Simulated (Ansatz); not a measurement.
CH5ClInN, SMILES `C[NH][InH][Cl]`, relaxed with RKS PBE0-D4/def2-TZVP in Ansatz 0.2.0 from a GFN2-xTB geometry. The force threshold is 0.005 eV/Å; the program also tests the step.

The species carries charge 0 and has multiplicity 1. In: def2 effective core potential.

Start:

```xyz
9

C     1.262    0.027    0.417
N     0.249    0.705   -0.378
In   -1.625   -0.176   -0.513
Cl   -1.795   -2.390    0.073
H     1.139    0.155    1.501
H     1.235   -1.042    0.188
H     2.250    0.406    0.141
H     0.184    1.678   -0.092
H    -2.899    0.639   -1.336
```

```csv
step,energy (eV),largest force (eV/Å),largest move (Å)
1,-20300.4387,1.165,0.000
2,-20300.5390,0.559,0.127
3,-20300.5671,0.751,0.082
4,-20300.5821,0.531,0.070
5,-20300.5825,0.677,0.114
6,-20300.5946,0.175,0.075
7,-20300.5973,0.092,0.080
8,-20300.5980,0.104,0.056
9,-20300.5985,0.023,0.006
10,-20300.5987,0.004,0.016
11,-20300.5988,0.005,0.017
12,-20300.5988,0.005,0.009
```

End:

```xyz
9

C     1.234    0.019    0.491
N     0.099    0.713   -0.075
In   -1.629   -0.092   -0.639
Cl   -1.554   -2.396   -0.233
H     1.482    0.382    1.496
H     1.013   -1.047    0.577
H     2.132    0.117   -0.132
H     0.243    1.704   -0.178
H    -3.020    0.599   -1.308
```

Hardware: 4 threads of an Intel Xeon 6975P-C on a shared host. Wall time 19 s, peak host memory 0.5 GiB.
